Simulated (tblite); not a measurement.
C₈H₈ClP.
SMILES with atom numbers: `[Cl:1][c:2]1[cH:3][p:4][cH:5][c:6]([CH:7]2[CH2:8][CH2:9]2)[cH:10]1` (hydrogens: H11 on C3; H12 on C5; H13 on C7; H14, H15 on C8; H16, H17 on C9; H18 on C10)

Computed with GFN2-xTB (tblite), gas phase: L-BFGS steps from a force-field or distance-geometry start until the largest atomic force falls under 0.01 eV/Å.

Step 6: E = -768.2548 eV
```
atom  x, y, z in Å  |  force x, y, z in eV/Å
Cl1     3.0724    2.1224   -0.1157    0.052   0.168  -0.031
C2      2.2475    0.6196    0.1430   -0.064  -0.117  -0.003
C3      3.0058   -0.4689    0.5042    0.005  -0.089   0.036
P4      2.3203   -2.0323    0.7943   -0.060  -0.038  -0.005
C5      0.6423   -1.7151    0.4982   -0.005  -0.129   0.047
C6      0.0655   -0.5072    0.1326    0.115  -0.027   0.006
C7     -1.4026   -0.4300   -0.0768    0.056  -0.074   0.016
C8     -2.2212    0.7805    0.2936    0.014   0.064  -0.050
C9     -2.0308    0.4310   -1.1434   -0.008   0.076   0.018
C10     0.8755    0.6109   -0.0363   -0.072   0.151  -0.023
H11     4.0760   -0.3517    0.6171   -0.056  -0.019  -0.005
H12     0.0010   -2.5777    0.6260   -0.112  -0.005  -0.017
H13    -1.9040   -1.3729    0.0886    0.038  -0.164   0.038
H14    -3.1954    0.6197    0.7308    0.044  -0.041   0.043
H15    -1.7156    1.6474    0.6841    0.083   0.038   0.042
H16    -1.3926    1.0550   -1.7467    0.085   0.015  -0.016
H17    -2.8768    0.0358   -1.6854    0.048  -0.070  -0.012
H18     0.4235    1.5400   -0.3199   -0.163   0.259  -0.085
```

Step 7: E = -768.2619 eV
```
atom  x, y, z in Å  |  force x, y, z in eV/Å
Cl1     3.0686    2.1220   -0.1161    0.075   0.142  -0.023
C2      2.2425    0.6191    0.1420   -0.072  -0.113   0.003
C3      2.9964   -0.4739    0.5044    0.099   0.035   0.014
P4      2.3180   -2.0380    0.7956   -0.086  -0.002  -0.016
C5      0.6431   -1.7128    0.4977   -0.100  -0.154   0.041
C6      0.0656   -0.5036    0.1315    0.143  -0.051   0.020
C7     -1.4018   -0.4295   -0.0772    0.120  -0.088   0.042
C8     -2.2183    0.7822    0.2940    0.022   0.040  -0.050
C9     -2.0272    0.4323   -1.1435   -0.016   0.066   0.027
C10     0.8703    0.6186   -0.0383   -0.034   0.071  -0.007
H11     4.0678   -0.3550    0.6167   -0.082  -0.019  -0.008
H12     0.0007   -2.5772    0.6258   -0.098   0.061  -0.031
H13    -1.8924   -1.3779    0.0908   -0.020  -0.125   0.021
H14    -3.1909    0.6160    0.7333    0.043  -0.009   0.032
H15    -1.7100    1.6486    0.6858    0.048  -0.004   0.028
H16    -1.3874    1.0554   -1.7476    0.057  -0.008   0.001
H17    -2.8711    0.0314   -1.6838    0.029  -0.045  -0.030
H18     0.4175    1.5486   -0.3228   -0.128   0.201  -0.065
```

Step 8: E = -768.2675 eV
```
atom  x, y, z in Å  |  force x, y, z in eV/Å
Cl1     3.0666    2.1243   -0.1168    0.061   0.055  -0.005
C2      2.2371    0.6175    0.1410   -0.021  -0.017   0.000
C3      2.9890   -0.4778    0.5048    0.075   0.104  -0.013
P4      2.3147   -2.0435    0.7965   -0.073   0.039  -0.021
C5      0.6423   -1.7133    0.4980   -0.123  -0.086   0.017
C6      0.0678   -0.5012    0.1308    0.092  -0.056   0.024
C7     -1.3993   -0.4308   -0.0769    0.104  -0.051   0.038
C8     -2.2153    0.7843    0.2937    0.044  -0.023  -0.022
C9     -2.0242    0.4343   -1.1432    0.006   0.005   0.034
C10     0.8650    0.6270   -0.0402   -0.021   0.020  -0.007
H11     4.0597   -0.3582    0.6162   -0.054  -0.012  -0.005
H12    -0.0023   -2.5762    0.6252   -0.109   0.073  -0.035
H13    -1.8824   -1.3846    0.0931   -0.044  -0.043  -0.001
H14    -3.1859    0.6125    0.7361    0.049   0.022   0.017
H15    -1.7041    1.6497    0.6878    0.016  -0.044   0.012
H16    -1.3816    1.0556   -1.7483    0.025  -0.032   0.021
H17    -2.8655    0.0267   -1.6829    0.023  -0.011  -0.034
H18     0.4096    1.5600   -0.3266   -0.050   0.056  -0.017
```

Step 9: E = -768.2695 eV
```
atom  x, y, z in Å  |  force x, y, z in eV/Å
Cl1     3.0672    2.1264   -0.1171    0.039   0.005   0.003
C2      2.2353    0.6170    0.1405   -0.003   0.057  -0.010
C3      2.9876   -0.4779    0.5048    0.005   0.086  -0.021
P4      2.3126   -2.0446    0.7964   -0.043   0.050  -0.018
C5      0.6406   -1.7151    0.4986   -0.080  -0.025   0.003
C6      0.0700   -0.5014    0.1309    0.026  -0.016   0.011
C7     -1.3972   -0.4322   -0.0763    0.051  -0.031   0.021
C8     -2.2135    0.7845    0.2932    0.049  -0.047   0.016
C9     -2.0232    0.4350   -1.1425    0.028  -0.038   0.013
C10     0.8628    0.6304   -0.0409    0.003  -0.010  -0.002
H11     4.0570   -0.3592    0.6160   -0.018  -0.005  -0.002
H12    -0.0060   -2.5753    0.6244   -0.120   0.047  -0.030
H13    -1.8802   -1.3877    0.0939   -0.030   0.008  -0.010
H14    -3.1835    0.6118    0.7374    0.051   0.026   0.011
H15    -1.7018    1.6494    0.6887    0.011  -0.053   0.004
H16    -1.3792    1.0551   -1.7481    0.013  -0.040   0.029
H17    -2.8632    0.0250   -1.6833    0.031   0.004  -0.024
H18     0.4060    1.5650   -0.3283   -0.013  -0.019   0.006
```

Problem. Estimate the geometry and energy of step 10. (The exact step hangs on the optimiser's Hessian estimate; all steps are aligned on step 9, rigid shifts and turns removed.)

Solution. E = -768.2712 eV, largest force 0.124 eV/Å
```
atom  x, y, z in Å  |  force x, y, z in eV/Å
Cl1     3.0686    2.1282   -0.1174    0.020  -0.021   0.006
C2      2.2342    0.6179    0.1400    0.017   0.100  -0.015
C3      2.9867   -0.4764    0.5045   -0.056   0.043  -0.021
P4      2.3104   -2.0441    0.7959   -0.011   0.050  -0.012
C5      0.6380   -1.7170    0.4992   -0.024   0.027  -0.007
C6      0.0719   -0.5018    0.1312   -0.031   0.017  -0.002
C7     -1.3948   -0.4340   -0.0754   -0.012  -0.005  -0.002
C8     -2.2114    0.7837    0.2932    0.046  -0.060   0.033
C9     -2.0220    0.4346   -1.1418    0.043  -0.067   0.005
C10     0.8616    0.6325   -0.0414    0.012  -0.015  -0.002
H11     4.0553   -0.3599    0.6159    0.009   0.003   0.000
H12    -0.0114   -2.5739    0.6232   -0.121   0.019  -0.022
H13    -1.8797   -1.3896    0.0942   -0.012   0.035  -0.012
H14    -3.1808    0.6119    0.7384    0.041   0.019   0.011
H15    -1.7001    1.6482    0.6895    0.021  -0.045   0.003
H16    -1.3774    1.0540   -1.7474    0.014  -0.038   0.028
H17    -2.8611    0.0239   -1.6841    0.035   0.008  -0.012
H18     0.4033    1.5679   -0.3292    0.011  -0.071   0.022
```

The energy changes by -0.0016 eV. The first-order estimate −F·Δx gives -0.0022 eV and the mean of the old and new forces, exact on a quadratic surface, -0.0016 eV. The step makes an angle of 43° with the force vector and moves no atom by more than 0.006 Å.
